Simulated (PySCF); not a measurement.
Isomers of C5H9F3O, one GFN2-xTB conformer each. Single-point energies are computed at PBE0/pcSseg-1 (PySCF, gas phase, no added dispersion term), electronic only.

**Question.** Rank them by PBE0/pcSseg-1 energy, lowest first (kcal/mol).
A. `[CH3:1][CH2:2][C:3]([F:4])([F:5])[CH2:6][O:7][CH2:8][F:9]` with C1–C2–C3–F4 -60°, C2–C3–C6–O7 -46°, C3–C6–O7–C8 -85°, C6–O7–C8–F9 -70°
B. `[CH3:1][CH:2]([CH3:3])[O:4][CH2:5][C:6]([F:7])([F:8])[F:9]` with C1–C2–O4–C5 -127°, C2–O4–C5–C6 -74°
C. `[CH3:1][CH2:2][O:3][CH2:4][CH2:5][C:6]([F:7])([F:8])[F:9]` with C1–C2–O3–C4 -70°, C2–O3–C4–C5 -170°, O3–C4–C5–C6 180°
D. `[CH3:1][O:2][CH2:3][CH2:4][CH2:5][C:6]([F:7])([F:8])[F:9]` with C1–O2–C3–C4 -178°, O2–C3–C4–C5 60°, C3–C4–C5–C6 76°
E. `[CH3:1][CH2:2][C@@H:3]([O:4][CH2:5][F:6])[CH:7]([F:8])[F:9]` with C1–C2–C3–O4 69°, C2–C3–O4–C5 -143°, C3–O4–C5–F6 70°, C2–C3–C7–F8 58°

**Answer.** C (0.0), B (0.7), D (0.8), A (5.0), E (6.9).

Neighbours under 2.5 kcal/mol apart (CCOCCC(F)(F)F and CC(C)OCC(F)(F)F; CC(C)OCC(F)(F)F and COCCCC(F)(F)F; CCC(F)(F)COCF and CC[C@@H](OCF)C(F)F) can change places with a better method, another conformer or zero-point energy. GFN2-xTB itself gives, in the same order: 0.3, 1.5, 0.3, 0.0, 1.6. GFN2-xTB puts CCC(F)(F)COCF lowest instead; measured from each level's own lowest isomer, the values differ by up to 5.3 kcal/mol (CC[C@@H](OCF)C(F)F: 1.6 against 6.9).

**Question.** Which frontier levels, dipoles and rotational constants go with these structures?

**Answer.** 
```json
{"SMILES": "CCOCCC(F)(F)F", "HOMO (eV, PBE0/pcSseg-1)": "-7.68", "LUMO (eV)": "1.40", "dipole (D)": "2.39", "A, B, C (MHz)": "3816, 650.6, 630.9"}
{"SMILES": "CC(C)OCC(F)(F)F", "HOMO (eV, PBE0/pcSseg-1)": "-7.91", "LUMO (eV)": "1.34", "dipole (D)": "2.05", "A, B, C (MHz)": "3117, 951.3, 878.9"}
{"SMILES": "COCCCC(F)(F)F", "HOMO (eV, PBE0/pcSseg-1)": "-7.58", "LUMO (eV)": "1.45", "dipole (D)": "2.35", "A, B, C (MHz)": "3072, 840.1, 784.7"}
{"SMILES": "CCC(F)(F)COCF", "HOMO (eV, PBE0/pcSseg-1)": "-8.51", "LUMO (eV)": "1.38", "dipole (D)": "2.04", "A, B, C (MHz)": "2965, 883.3, 833.2"}
{"SMILES": "CC[C@@H](OCF)C(F)F", "HOMO (eV, PBE0/pcSseg-1)": "-8.52", "LUMO (eV)": "1.78", "dipole (D)": "1.18", "A, B, C (MHz)": "1814, 1245, 821.3"}
```
